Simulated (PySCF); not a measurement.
C₆H₁₁O₂, doublet, geometry from GFN2-xTB; M062X/STO-3G (PySCF).

The PySCF input:
```python
from pyscf import gto, scf, dft

mol = gto.M(
    atom='''
C    -3.580568    0.403530   -0.597583
C    -2.558550    0.055404    0.410540
C    -1.224566   -0.447016    0.030762
C    -0.229998    0.710663   -0.235432
O     1.030538    0.219446   -0.676615
C     1.905537   -0.165098    0.261313
C     3.158212   -0.712735   -0.371203
O     1.704733   -0.082637    1.443842
H    -4.577025    0.115080   -0.257821
H    -3.375625   -0.084034   -1.548442
H    -3.617501    1.486034   -0.774803
H    -2.722674    0.357627    1.430684
H    -0.799360   -1.056372    0.832452
H    -1.281437   -1.047024   -0.881463
H    -0.093218    1.295255    0.679323
H    -0.595440    1.349104   -1.041302
H     3.994669   -0.591367    0.310258
H     3.013878   -1.774655   -0.561985
H     3.351165   -0.212603   -1.315100
''',
    basis='sto-3g',
    charge=0,
    spin=1,
    verbose=4,
)

mf = dft.UKS(mol)
mf.xc = 'm062x'
mf.kernel()
```

What the program printed (banner, timings and long lists left out):

```
PySCF version 2.14.0

[INPUT] verbose = 4
[INPUT] num. atoms = 19
[INPUT] num. electrons = 63
[INPUT] charge = 0
[INPUT] spin (= nelec alpha-beta = 2S) = 1
[INPUT] symmetry False subgroup None
[INPUT] Mole.unit = angstrom
[INPUT] Symbol           X                Y                Z      unit          X                Y                Z       unit  Magmom
[...]
nuclear repulsion = 374.253190979168
number of shells = 35
number of NR pGTOs = 153
number of NR cGTOs = 51
basis = sto-3g
ecp = {}

******** <class 'pyscf.dft.uks.UKS'> ********
method = UKS
initial guess = minao
damping factor = 0
level_shift factor = 0
DIIS = <class 'pyscf.scf.diis.CDIIS'>
diis_start_cycle = 1
diis_space = 8
diis_damp = 0
SCF conv_tol = 1e-09
SCF conv_tol_grad = None
SCF max_cycles = 50
direct_scf = True
direct_scf_tol = 1e-13
number electrons alpha = 32  beta = 31
XC library pyscf.dft.libxc version 7.1.2
    S. Lehtola, C. Steigemann, M. J. T. Oliveira, and M. A. L. Marques,  SoftwareX 7, 1–5 (2018)
XC functionals = m062x
    Y. Zhao and D. G. Truhlar,  Theor. Chem. Acc. 120, 215 (2008)
    Y. Zhao and D. G. Truhlar,  Theor. Chem. Acc. 120, 215 (2008)
radial grids:
    Treutler-Ahlrichs [JCP 102, 346 (1995); DOI:10.1063/1.469408] (M4) radial grids

becke partition: Becke, JCP 88, 2547 (1988); DOI:10.1063/1.454033
pruning grids: <function nwchem_prune>
grids dens level: 3
symmetrized grids: False
atomic radii adjust function: <function treutler_atomic_radii_adjust>
small_rho_cutoff = 0
Set gradient conv threshold to 3.16228e-05
tot grids = 220760
init E= -382.099928262862

cycle= 1 E= -380.501422409289  delta_E=  1.6  |g|= 0.542  |ddm|= 3.85
cycle= 2 E= -380.42271954251  delta_E= 0.0787  |g|= 0.752  |ddm|= 1.43
cycle= 3 E= -380.697397127096  delta_E= -0.275  |g|= 0.13  |ddm|= 0.857
cycle= 4 E= -380.706826370246  delta_E= -0.00943  |g|= 0.0364  |ddm|= 0.194
cycle= 5 E= -380.707739709658  delta_E= -0.000913  |g|= 0.00544  |ddm|= 0.0585
cycle= 6 E= -380.707774262291  delta_E= -3.46e-05  |g|= 0.00205  |ddm|= 0.0127
cycle= 7 E= -380.707778641519  delta_E= -4.38e-06  |g|= 0.000507  |ddm|= 0.0047
cycle= 8 E= -380.707778909803  delta_E= -2.68e-07  |g|= 0.000134  |ddm|= 0.00118
cycle= 9 E= -380.707778928323  delta_E= -1.85e-08  |g|= 4.4e-05  |ddm|= 0.000289
cycle= 10 E= -380.707778930988  delta_E= -2.67e-09  |g|= 1.51e-05  |ddm|= 0.00011
cycle= 11 E= -380.707778931499  delta_E= -5.1e-10  |g|= 8.2e-06  |ddm|= 4.99e-05
Extra cycle  E= -380.707778931641  delta_E= -1.42e-10  |g|= 6.2e-06  |ddm|= 2.42e-05
converged SCF energy = -380.707778931641  <S^2> = 0.75535716  2S+1 = 2.00535
```
